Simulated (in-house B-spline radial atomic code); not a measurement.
Values are calculated unless marked as measured or tabulated.
# Building a PAW s channel for Al, r_c = 2.51 bohr

Al, [Ne] 3s2 3p1, non-relativistic LDA (VWN5), spherical and spin-unpolarised, from a B-spline radial code for spherical atoms (atomic units; all potentials screened as in the neutral atom).

Two all-electron partial waves φ1, φ2 are integrated outwards at E1 = ε(3s) = -0.286883 and E2 = E1 + 2 hartree; φ1 is the bound orbital and φ2 has unit norm inside r_c = 2.5099 bohr. Smooth partners are polynomials, r^1(a0 + a1 r² + a2 r⁴ + a3 r⁶), matched to φ and three derivatives at r_c, with no condition on the norm. The local potential is -2.37391 + (0.778993) r² + (-0.117591) r⁴ + (0.00675865) r⁶ inside 2.072 bohr and the all-electron one outside.

| wave | φ(r_c) | φ'(r_c) | a0 | a1 | a2 | a3 |
| --- | --- | --- | --- | --- | --- | --- |
| 1 | 0.6344551 | -0.1572279 | 0.5351152 | -0.05595266 | 0.001586409 | 2.874532e-05 |
| 2 | 1.035961 | 0.8105376 | -2.519524 | 1.0853 | -0.1279041 | 0.004684792 |

Inside r_c the overlaps are <φi φj> = [[0.54992, -0.16928], [-0.16928, 1.00000]] and, for the smooth waves, [[0.68419, -0.62428], [-0.62428, 2.60306]]. With χj = (Ej − T − V_local) applied to smooth wave j, the program's quadrature gives the matrix B_ij = <smooth i, χj> as [[0.32025, -1.72028], [-0.81028, 4.95581]].

Q: Check the match of the first wave, and find the augmentation charges q_ij.

A: At r_c the four terms are 1.34309, -0.88469, 0.15801, 0.01804, which sum to 0.6344, φ1(r_c) to rounding. q_ij is the all-electron overlap less the smooth one: [[-0.13427, 0.45500], [0.45500, -1.60306]]. The smooth first wave has a norm of 0.6842 inside r_c against 0.5499, so q11 is negative and must stay small enough for the overlap operator to be positive.

Q: B isn't symmetric. Show that D_ij = B_ij + Ej q_ij is.

A: Integrating by parts gives B12 − B21 = (E1 − E2) q12: -1.72028 − (-0.81028) = -0.91000, and −2 × (0.45500) = -0.91000. So D12 = -1.72028 + (1.713117)(0.45500) = -0.94082 and D21 = -0.81028 + (-0.286883)(0.45500) = -0.94081; D11 = 0.35877, D22 = 2.20958. The projectors, p = (B⁻¹)ᵀ χ, are dual to the smooth waves; det B = 0.19.

Solving (T + V_local + Σ p D p) ψ = E (1 + Σ p q p) ψ in a sphere of 9 bohr, whose wall lifts the free-atom level a little, gives these levels:

| all-electron | one projector | two projectors |
| --- | --- | --- |
| -0.286791 | -0.286791 | -0.286791 |
| 0.049870 | 0.048045 | 0.049771 |
| 0.369430 | 0.355483 | 0.369002 |
| 0.845373 | 0.772834 | 0.844629 |
| 1.465520 | 1.227020 | 1.465330 |

Q: What does the second projector gain?

A: With one projector the errors are 0.00, -1.83, -13.95, -72.54 millihartree, and the level at 1.2270 is out of step with the all-electron series: an extra state, or one far too low, so the pairing ends there. With two the errors are 0.00, -0.10, -0.43, -0.74, -0.19 millihartree. The scattering is exact at E1 and at E2 = 1.713, and over all levels compared the largest error is 0.74 millihartree. The lowest eigenvalue of the overlap operator is 0.6221 with one and 0.2354 with two projectors. The smooth orbital alone needs a cutoff of 1.22 hartree for 1 millihartree of kinetic energy, against 4.74 for a norm-conserving Troullier-Martins orbital of the same radius; part of the gain comes from giving up the norm, part from the simpler form.
